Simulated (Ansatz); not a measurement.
Al2, triplet, at a GFN2-xTB geometry (such geometries of metal compounds can be far from the true shape); CCSD(T)/6-31G* (Ansatz, a program for electronic structure).

The Ansatz input:
Ansatz 0.2 input:
```yaml
crystal:
  periodic: [false, false, false]
  atoms:
    - {symbol: Al, position_ang: [-0.00000000, -0.00000000, -1.25283008]}
    - {symbol: Al, position_ang: [0.00000000, 0.00000000, 1.25283008]}
basis:
  gaussian:
    orbitals: 6-31G*
magnetization: {spin_polarized: true, initial_magnetization: 2}
correlation: {method: ccsd_t}
```

Task: Write the output that Ansatz gives for this input, abridged.

Result: 
```
Functional definition: HF
330 factors; integrals over basis functions are off by at most 1.3e-3 eV
mean field evaluation 1: about -13162.6183 eV, gradient 3.0e0 eV
mean field evaluation 2: about -13162.6752 eV, gradient 3.0e0 eV
mean field evaluation 4: about -13162.8636 eV, gradient 3.4e-1 eV
mean field evaluation 8: about -13162.8703 eV, gradient 3.7e-2 eV
mean field evaluation 16: about -13162.8705 eV, gradient 2.7e-6 eV
mean field evaluation 32: about -13163.1094 eV, gradient 7.6e-2 eV
mean field evaluation 64: about -13163.1060 eV, gradient 2.6e-1 eV
mean field evaluation 96: about -13162.8705 eV, gradient 7.3e-5 eV
mean field evaluation 128: about -13162.8640 eV, gradient 4.9e-1 eV
mean field evaluation 160: about -13163.1146 eV, gradient 2.7e-2 eV
mean field evaluation 192: about -13163.1139 eV, gradient 1.1e-1 eV
mean field evaluation 224: about -13159.5876 eV, gradient 4.6e0 eV
mean field evaluation 256: about -13161.2531 eV, gradient 7.3e-1 eV
mean field evaluation 288: about -13161.2577 eV, gradient 6.8e-4 eV
mean field evaluation 320: about -13160.6142 eV, gradient 7.3e-2 eV
mean field evaluation 352: about -13160.1999 eV, gradient 3.5e-1 eV
mean field evaluation 384: about -13159.9987 eV, gradient 4.7e-3 eV
mean field evaluation 416: about -13159.8422 eV, gradient 8.0e-1 eV
mean field evaluation 448: about -13159.9405 eV, gradient 3.7e0 eV
mean field evaluation 480: about -13161.2570 eV, gradient 8.8e-2 eV
mean field evaluation 512: about -13161.2689 eV, gradient 1.3e-3 eV
mean field evaluation 544: about -13160.5073 eV, gradient 2.9e-2 eV
mean field evaluation 576: about -13160.1977 eV, gradient 4.7e-1 eV
mean field evaluation 608: about -13159.9987 eV, gradient 1.2e-3 eV
mean field evaluation 640: about -13159.7024 eV, gradient 2.2e-1 eV
mean field evaluation 672: about -13159.1355 eV, gradient 4.8e0 eV
mean field evaluation 704: about -13161.2684 eV, gradient 5.3e-2 eV
mean field evaluation 736: about -13160.6149 eV, gradient 9.8e-3 eV
mean field evaluation 768: about -13159.9987 eV, gradient 5.3e-3 eV
mean field evaluation 800: about -13159.8757 eV, gradient 8.9e-4 eV
mean field -13163.11489066 eV, -483.7355499520 hartree, gradient 5.3e-10 eV, S^2 2.029643; 23 other end points of the search recorded, 0 dependent functions left out
determinant -13163.11489066 eV, -483.7355499520 hartree, with singles and doubles -13165.96749059 eV, -483.8403810660 hartree
determinant -13162.87054014 eV, -483.7265702361 hartree, with singles and doubles -13165.93574225 eV, -483.8392143358 hartree
determinant -13161.26894141 eV, -483.6677125682 hartree, with singles and doubles -13163.83577398 eV, -483.7620419253 hartree
determinant -13161.25768195 eV, -483.6672987908 hartree, with singles and doubles -13164.01515549 eV, -483.7686340742 hartree
determinant -13160.61492595 eV, -483.6436779434 hartree, with singles and doubles -13163.30956439 eV, -483.7427040798 hartree
determinant -13160.50735592 eV, -483.6397248178 hartree, with singles and doubles -13163.66063299 eV, -483.7556056128 hartree
determinant -13160.20325705 eV, -483.6285493904 hartree, with singles and doubles -13163.66817910 eV, -483.7558829271 hartree
determinant -13159.99867159 eV, -483.6210310133 hartree, with singles and doubles -13163.70388471 eV, -483.7571950840 hartree
determinant -13159.87565668 eV, -483.6165102989 hartree, with singles and doubles -13162.93881517 eV, -483.7290792970 hartree
determinant -13159.70494325 eV, -483.6102366962 hartree, with singles and doubles -13163.22105131 eV, -483.7394512838 hartree
determinant -13163.11489066 eV, -483.7355499520 hartree, with singles and doubles -13165.96723277 eV, -483.8403715913 hartree
determinant -13162.87054014 eV, -483.7265702361 hartree, with singles and doubles -13165.93524761 eV, -483.8391961584 hartree
10 core orbitals not correlated
reference -13162.87054014 eV, -483.7265702361 hartree; 4, 2 occupied and 24, 26 virtual orbitals, 330 factors
second order -2.37241925 eV of doubles, -0.00000000 eV of singles
cycle   1  -3.06470511 eV  change    2.4e-6 eV  update   3.2e-6
perturbative correction -0.18600601 eV, -0.0068355947 hartree
Total energy: -13166.12125126 eV, -483.8460316664 hartree
```
